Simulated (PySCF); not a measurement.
Radial density of Ta (tantalum, neutral)

UHF, [Xe] 4f14 5d5, high-spin 6S determinant (an excited configuration). Computed with PySCF 2.14 in x2c-TZVPPall, with scalar relativity by spin-free X2C-1e.

```json
{"r (bohr)": "0.0139", "4πr²ρ (e/bohr)": "100.6", "4πr²(ρα − ρβ)": "-0.0033"}
{"r (bohr)": "0.0234", "4πr²ρ (e/bohr)": "87.48", "4πr²(ρα − ρβ)": "-0.0062"}
{"r (bohr)": "0.0394", "4πr²ρ (e/bohr)": "112.7", "4πr²(ρα − ρβ)": "-0.0029"}
{"r (bohr)": "0.0663", "4πr²ρ (e/bohr)": "129.5", "4πr²(ρα − ρβ)": "0.0646"}
{"r (bohr)": "0.112", "4πr²ρ (e/bohr)": "103.2", "4πr²(ρα − ρβ)": "0.1507"}
{"r (bohr)": "0.188", "4πr²ρ (e/bohr)": "113.4", "4πr²(ρα − ρβ)": "-0.0183"}
{"r (bohr)": "0.316", "4πr²ρ (e/bohr)": "61.28", "4πr²(ρα − ρβ)": "0.0934"}
{"r (bohr)": "0.531", "4πr²ρ (e/bohr)": "62.66", "4πr²(ρα − ρβ)": "0.0370"}
{"r (bohr)": "0.893", "4πr²ρ (e/bohr)": "20.10", "4πr²(ρα − ρβ)": "0.3601"}
{"r (bohr)": "1.50", "4πr²ρ (e/bohr)": "8.436", "4πr²(ρα − ρβ)": "2.2756"}
{"r (bohr)": "2.53", "4πr²ρ (e/bohr)": "1.886", "4πr²(ρα − ρβ)": "1.5672"}
{"r (bohr)": "4.25", "4πr²ρ (e/bohr)": "0.4078", "4πr²(ρα − ρβ)": "0.4055"}
{"r (bohr)": "7.15", "4πr²ρ (e/bohr)": "0.02327", "4πr²(ρα − ρβ)": "0.0233"}
{"r (bohr)": "12.0", "4πr²ρ (e/bohr)": "5.901e-05", "4πr²(ρα − ρβ)": "0.0001"}
```

Densities and radii are taken from the X2C orbitals without a picture-change correction, which distorts them close to the nucleus.

Spin-orbit coupling, which splits the p, d and f shells strongly at this Z, is absent.

Where is the radial spin density 4πr²(ρα − ρβ) most negative, and why is it negative at all?

Around r = 0.188 bohr, down to -0.0183 e/bohr: exchange with the open shell polarises the paired shells in an unrestricted calculation.
